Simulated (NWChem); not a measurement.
System: C3H6O; SMILES OC1CC1

NWChem input:

```
start job
memory heap 200 mb stack 900 mb global 1100 mb
geometry units angstroms noautoz
  O     -0.076396    -1.446920    -0.225850
  C     -0.005049    -0.246098     0.460803
  C     -0.755955     0.896394    -0.126613
  C      0.750526     0.906269    -0.134483
  H      0.764279    -1.902271    -0.109634
  H     -0.004832    -0.330586     1.557573
  H     -1.290299     1.576855     0.541247
  H     -1.256279     0.694738    -1.077286
  H      1.241059     0.724205    -1.094772
  H      1.281822     1.592499     0.530975
end
basis spherical
  * library def2-svp
end
dft
  xc becke88 lyp
  iterations 150
  mulliken
end
task dft energy
```

Excerpt of the output:

```
             Northwest Computational Chemistry Package (NWChem) 7.3.0
             --------------------------------------------------------

 C1  symmetry detected

                             Geometry "geometry" -> ""
                             -------------------------

 Output coordinates in angstroms (scale by  1.889725989 to convert to a.u.)

  No.       Tag          Charge          X              Y              Z
 ---- ---------------- ---------- -------------- -------------- --------------
    1 O                    8.0000    -0.06693274    -1.45453426    -0.19436616
    2 C                    6.0000    -0.00266737    -0.24241539     0.47286245
    3 C                    6.0000    -0.76602612     0.88421735    -0.12895765
    4 C                    6.0000     0.74026277     0.90672861    -0.14417205
    5 H                    1.0000     0.77813305    -1.90084711    -0.07497684
    6 H                    1.0000     0.00335795    -0.30949929     1.57081789
    7 H                    1.0000    -1.30306310     1.57063004     0.53060020
    8 H                    1.0000    -1.26901180     0.66328294    -1.07392421
    9 H                    1.0000     1.22787521     0.71362494    -1.10379174
   10 H                    1.0000     1.26875497     1.60789920     0.50780740

 Effective nuclear repulsion energy (a.u.)     124.6409625312

                                 NWChem DFT Module
                                 -----------------

 Summary of "ao basis" -> "ao basis" (spherical)
 ------------------------------------------------------------------------------
       Tag                 Description            Shells   Functions and Types
 ---------------- ------------------------------  ------  ---------------------
 O                          def2-svp                 6       14   3s2p1d
 C                          def2-svp                 6       14   3s2p1d
 H                          def2-svp                 3        5   2s1p

            General Information
            -------------------
          SCF calculation type: DFT
          Wavefunction type:  closed shell.
          No. of atoms     :    10
          No. of electrons :    32
           Alpha electrons :    16
            Beta electrons :    16
          Charge           :     0
          Spin multiplicity:     1
          Use of symmetry is: off; symmetry adaption is: off
          Maximum number of iterations: 150
          AO basis - number of functions:    86
                     number of shells:    42
          Convergence on energy requested:  1.00D-06
          Convergence on density requested:  1.00D-05
          Convergence on gradient requested:  5.00D-04

              XC Information
              --------------
                    Becke 1988 Exchange Functional  1.000
              Lee-Yang-Parr Correlation Functional  1.000

             Grid Information
             ----------------
          Grid used for XC integration:  medium
          Radial quadrature: Mura-Knowles
          Angular quadrature: Lebedev.
          Tag              B.-S. Rad. Rad. Pts. Rad. Cut. Ang. Pts.
          ---              ---------- --------- --------- ---------
          O                   0.60       49          10.0       434
          C                   0.70       49          10.0       434
          H                   0.35       45          11.0       434
          Grid pruning is: on
          Number of quadrature shells:   466
          Spatial weights used:  Erf1

      Superposition of Atomic Density Guess
      -------------------------------------

 Sum of atomic energies:        -190.56125950

      Non-variational initial energy
      ------------------------------

 Total energy =    -193.233716
 1-e energy   =    -503.795271
 2-e energy   =     185.920593
 HOMO         =      -0.319739
 LUMO         =       0.103033

     ---------------------------------------------
      Total Density - Mulliken Population Analysis
     ---------------------------------------------

    Atom       Charge   Shell Charges
 -----------   ------   -------------------------------------------------------
    1 O    8     8.56   1.99  1.10  0.63  3.01  1.82  0.01
    2 C    6     5.83   1.99  0.91  0.28  1.82  0.75  0.07
    3 C    6     6.26   1.99  0.96  0.27  2.06  0.96  0.03
    4 C    6     6.26   1.99  0.96  0.27  2.05  0.96  0.03
    5 H    1     0.67   0.54  0.07  0.06
    6 H    1     0.91   0.69  0.20  0.02
    7 H    1     0.87   0.66  0.18  0.02
    8 H    1     0.87   0.66  0.19  0.02
    9 H    1     0.88   0.66  0.19  0.02
   10 H    1     0.88   0.66  0.19  0.02

   convergence    iter        energy       DeltaE   RMS-Dens  Diis-err
 ---------------- ----- ----------------- --------- --------- ---------
 d= 0,ls=0.0,diis     1   -192.8139360278 -3.17D+02  1.74D-02  5.33D-01
 d= 0,ls=0.0,diis     2   -192.8087684929  5.17D-03  1.02D-02  6.99D-01
 d= 0,ls=0.0,diis     3   -192.8680487916 -5.93D-02  2.40D-03  9.32D-02
 d= 0,ls=0.0,diis     4   -192.8762641121 -8.22D-03  6.50D-04  2.97D-03
 d= 0,ls=0.0,diis     5   -192.8765079093 -2.44D-04  2.63D-04  7.08D-04
  Resetting Diis
 d= 0,ls=0.0,diis     6   -192.8765975099 -8.96D-05  3.01D-05  4.68D-06
 d= 0,ls=0.0,diis     7   -192.8765980215 -5.12D-07  1.38D-05  3.72D-07
 d= 0,ls=0.0,diis     8   -192.8765979641  5.75D-08  7.96D-06  8.17D-07

         Total DFT energy =     -192.876597964068
      One electron energy =     -507.737270114661
           Coulomb energy =      217.243977627020
    Exchange-Corr. energy =      -27.024268007651
 Nuclear repulsion energy =      124.640962531224

 Numeric. integr. density =       31.999988412713

                       DFT Final Molecular Orbital Analysis
                       ------------------------------------

 Vector   14  Occ=2.000000D+00  E=-2.804130D-01
              MO Center=  6.6D-03,  3.3D-02, -1.5D-01, r^2= 2.4D+00
   Bfn.  Coefficient  Atom+Function         Bfn.  Coefficient  Atom+Function
  ----- ------------  ---------------      ----- ------------  ---------------
     6      0.377630   1 O  pz               32      0.283131   3 C  px
    46     -0.273309   4 C  px                9      0.250109   1 O  pz
    17     -0.225173   2 C  s                31      0.189828   3 C  s
    47      0.175127   4 C  py               22     -0.163395   2 C  py
    35      0.156853   3 C  px               19     -0.145803   2 C  py

 Vector   15  Occ=2.000000D+00  E=-2.363830D-01
              MO Center= -1.8D-01, -7.3D-02,  6.3D-02, r^2= 2.3D+00
   Bfn.  Coefficient  Atom+Function         Bfn.  Coefficient  Atom+Function
  ----- ------------  ---------------      ----- ------------  ---------------
    18      0.330845   2 C  px               33      0.323632   3 C  py
     6     -0.250666   1 O  pz               31     -0.224785   3 C  s
    36      0.192886   3 C  py                4     -0.182028   1 O  px
     3      0.179847   1 O  s                 9     -0.176589   1 O  pz
    34     -0.173298   3 C  pz               57     -0.170686   5 H  s

 Vector   16  Occ=2.000000D+00  E=-2.067292D-01
              MO Center=  1.1D-01, -5.7D-01,  2.5D-02, r^2= 2.2D+00
   Bfn.  Coefficient  Atom+Function         Bfn.  Coefficient  Atom+Function
  ----- ------------  ---------------      ----- ------------  ---------------
     6      0.349837   1 O  pz               47     -0.291217   4 C  py
     4     -0.256675   1 O  px                9      0.254264   1 O  pz
     5     -0.243847   1 O  py               45      0.223980   4 C  s
    18      0.204573   2 C  px                8     -0.190572   1 O  py
     7     -0.187793   1 O  px               62     -0.174788   6 H  s

 Vector   17  Occ=0.000000D+00  E= 3.443066D-02
              MO Center=  6.3D-01, -9.7D-01,  4.0D-01, r^2= 5.2D+00
   Bfn.  Coefficient  Atom+Function         Bfn.  Coefficient  Atom+Function
  ----- ------------  ---------------      ----- ------------  ---------------
    58      1.049225   5 H  s                17     -0.891477   2 C  s
    63      0.744341   6 H  s                 3     -0.646988   1 O  s
    83      0.550720  10 H  s                68      0.499641   7 H  s
    45     -0.304121   4 C  s                 7     -0.280435   1 O  px
    23     -0.260263   2 C  pz               50     -0.250226   4 C  py

 Vector   18  Occ=0.000000D+00  E= 5.669802D-02
              MO Center=  2.8D-01,  7.9D-02,  6.0D-01, r^2= 6.5D+00
   Bfn.  Coefficient  Atom+Function         Bfn.  Coefficient  Atom+Function
  ----- ------------  ---------------      ----- ------------  ---------------
    68      0.938317   7 H  s                63      0.862276   6 H  s
    83      0.844401  10 H  s                58     -0.802252   5 H  s
    31     -0.741984   3 C  s                17     -0.442095   2 C  s
     3      0.415019   1 O  s                78     -0.382391   9 H  s
    51     -0.367620   4 C  pz               23     -0.341599   2 C  pz

 Vector   19  Occ=0.000000D+00  E= 6.602984D-02
              MO Center=  1.6D-01,  6.8D-01, -1.1D+00, r^2= 4.6D+00
   Bfn.  Coefficient  Atom+Function         Bfn.  Coefficient  Atom+Function
  ----- ------------  ---------------      ----- ------------  ---------------
    45      1.496522   4 C  s                78     -1.406273   9 H  s
    31      1.238214   3 C  s                73     -1.205185   8 H  s
    83     -0.499517  10 H  s                68     -0.386433   7 H  s
    49      0.334426   4 C  px               51     -0.334234   4 C  pz
    35     -0.328221   3 C  px               17     -0.288848   2 C  s

     ---------------------------------------------
      Total Density - Mulliken Population Analysis
     ---------------------------------------------

[...]
```

Level: BLYP/def2-SVP. Structure relaxed at the PBE0/def2-SVP level.
